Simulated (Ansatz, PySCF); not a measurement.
This PySCF input computes a CAM-B3LYP/def2-TZVPD energy:

```python
from pyscf import gto, scf, dft

mol = gto.M(
    atom='''
    Ca    0.10792180    0.18638018    0.19141082
    F    -0.36809018    1.21905622   -1.46141425
    F     0.12826395   -1.63323440    1.03605687
    ''',
    basis='def2-tzvpd',
    charge=0,
    spin=0,
    verbose=4,
)

mf = dft.RKS(mol, xc='camb3lyp').density_fit(auxbasis='def2-universal-jkfit')
mf.grids.level = 3
mf.conv_tol = 1e-9
mf.max_cycle = 100
mf.max_memory = 1500
mf.kernel()
if not mf.converged:
    mf = mf.newton()
    mf.kernel(mf.make_rdm1())
mf.analyze()
```

Problem. Write an input for the same energy in Ansatz (a program for electronic structure) and say what it gives.

Solution. 
Ansatz 0.2 input:
```yaml
crystal:
  periodic: [false, false, false]
  atoms:
    - {symbol: Ca, position_ang: [0.10792180, 0.18638018, 0.19141082]}
    - {symbol: F, position_ang: [-0.36809018, 1.21905622, -1.46141425]}
    - {symbol: F, position_ang: [0.12826395, -1.63323440, 1.03605687]}
basis:
  gaussian:
    orbitals: def2-TZVPD
hamiltonian:
  xc: {name: CAM-B3LYP}
output: {forces: true}
```
It gives -877.51175 Eh, and PySCF -877.51177 Eh, a difference of 0.02 mEh, from the treatment of integrals and grids.
